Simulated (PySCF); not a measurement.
BrClH2MoN2, SMILES [NH]=[Mo](=[NH])([Cl])[Br], multiplicity 1. The structure is a stationary point at PBE-D3(BJ)/def2-SVP. The multiplicity is an assumed one; no other spin state was optimised. The structure was generated by enumeration; whether it is a known compound was not checked. The def2 effective core potentials stand for the cores of Mo; spin–orbit coupling is left out.

Computed equilibrium geometry at PBE-D3(BJ)/def2-SVP (PySCF confirms it by a frequency run) as Cartesian coordinates in Å, and its point group:
point group Cs.
```xyz
7

Mo     0.3168    -0.4626     0.0000
N      1.2889    -0.7205     1.4107
H      2.1655    -0.9502     1.8965
N      1.2889    -0.7205    -1.4107
H      2.1655    -0.9502    -1.8965
Cl    -1.3604    -2.0281     0.0000
Br    -0.3587     1.8827     0.0000
```
